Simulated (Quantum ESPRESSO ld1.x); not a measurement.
Task: The mean radii <r> (bohr) of the occupied orbitals of an atom or ion are listed with their occupations. All-electron calculation, Dirac Kohn-Sham, LDA (Slater exchange, Perdew-Zunger correlation), spin-unpolarised, spherical densities, point nucleus. Program: ld1.x of Quantum ESPRESSO 7.5.

| orbital | occ. | <r> |
|---|---|---|
| 1s1/2 | 2 | 0.04707 |
| 2s1/2 | 2 | 0.2085 |
| 2p1/2 | 2 | 0.1799 |
| 2p3/2 | 4 | 0.1834 |
| 3s1/2 | 2 | 0.5418 |
| 3p1/2 | 2 | 0.5300 |
| 3p3/2 | 2 | 0.5359 |

Name the element and its charge. Open shells, if any, fill j = l - 1/2 first.

Result: Z = 32, germanium, charge +16: Ge16+ in [Ne] 3s2 3p4. The 1s radius gives Z: for a bare nucleus <r> = (2 gamma + 1)/(2Z) with gamma = sqrt(1 - (Z/c)^2), 0.04601 bohr for Z = 32, and screening makes it slightly larger (0.04707 here). The occupations add up to 16, and the charge is Z minus that.
